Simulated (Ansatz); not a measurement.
Molecule: hydrogen bromide, HBr, net charge 0, singlet state. 
Geometry from a B3LYP-D3(BJ)/def2-TZVP (Ansatz, a quantum-chemistry and plane-wave program) optimisation:
```
Br
H 1 1.4248
```

Basis-set convergence of Hartree-Fock and CCSD(T) correlation energies (hartree) with Ansatz. Correlated levels leave the core frozen unless marked. Spin-orbit coupling is left out. Frozen are the shells of the preceding noble gas and the d and f shells that filled before the atom's block. Non-relativistic.

```csv
basis,functions,E(HF),"E(corr, CCSD(T))"
cc-pVDZ,32,-2572.97016,-0.14304
cc-pVTZ,57,-2573.04826,-0.19901
cc-pVQZ,98,-2573.05155,-0.21788
cc-pV5Z,159,-2573.05194,-0.22410
```

Extrapolating the two largest sets (X = 4 and 5) as X^-3: E(corr) = (125·(-0.22410) - 64·(-0.21788))/61 = -0.2306 Eh, an estimate of the basis-set limit. The largest set recovers 97.2 % of it, the smallest 62.0 %.
